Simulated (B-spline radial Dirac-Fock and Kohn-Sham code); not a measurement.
Magnetic form factor of the 4d shell of Lu²⁷⁺

System: the Lu²⁷⁺ ion, configuration 1s2 2s2 2p6 3s2 3p6 3d10 4s2 4p6 4d8.

Input of the calculation (task.json; shells as n, l, electrons):

```json
{"items": [{
  "Z": 71,
  "q": 27,
  "cfg": [[1, 0, 2], [2, 0, 2], [2, 1, 6], [3, 0, 2], [3, 1, 6], [3, 2, 10], [4, 0, 2], [4, 1, 6], [4, 2, 8]],
  "A": 175,
  "rrms": 5.37,
  "do": ["scatter"],
  "s": [0.0, 0.05, 0.1, 0.15, 0.2, 0.25, 0.3, 0.35, 0.4, 0.45, 0.5, 0.6, 0.7, 0.8, 0.9, 1.0, 1.1, 1.2, 1.4, 1.6, 1.8, 2.0, 2.5, 3.0, 3.5, 4.0, 5.0, 6.0],
  "pz": [0, 0.1, 0.2, 0.3, 0.4, 0.5, 0.6, 0.8, 1.0, 1.2, 1.4, 1.6, 1.8, 2.0, 2.5, 3.0, 4.0, 5.0, 7.0, 10.0, 15.0, 20.0, 30.0, 40.0, 60.0, 100.0],
  "hv_scatter": [8047.8, 10000, 17479.3, 30000, 50000, 100000, 200000, 500000]
}]}
```

Command: `python xray_run.py task.json out`

Model: relativistic Hartree-Fock (Dirac-Fock) wave functions, averaged over the configuration. Program: a radial atomic solver. ⟨j_K⟩ is the integral of the 4d radial density with the spherical Bessel function j_K(4πsr), s = sin θ/λ.

```
s (Å⁻¹)     ⟨j0⟩    ⟨j2⟩    ⟨j4⟩
      0   1.0000  0.0000  0.0000
   0.05   0.9953  0.0019  0.0000
    0.1   0.9812  0.0075  0.0000
   0.15   0.9582  0.0166  0.0001
    0.2   0.9267  0.0289  0.0003
   0.25   0.8876  0.0440  0.0007
    0.3   0.8417  0.0613  0.0015
   0.35   0.7902  0.0802  0.0027
    0.4   0.7343  0.1002  0.0044
   0.45   0.6750  0.1205  0.0068
    0.5   0.6137  0.1406  0.0098
    0.6   0.4895  0.1777  0.0183
    0.7   0.3705  0.2075  0.0298
    0.8   0.2634  0.2273  0.0439
    0.9   0.1728  0.2358  0.0598
      1   0.1010  0.2332  0.0762
    1.1   0.0482  0.2208  0.0920
    1.2   0.0131  0.2007  0.1058
    1.4  -0.0148  0.1474  0.1240
    1.6  -0.0070  0.0916  0.1271
```

Radial moments of the shell: ⟨r²⟩ = 0.2572, ⟨r⁴⟩ = 0.09786, ⟨r⁶⟩ = 0.05009 in powers of bohr.
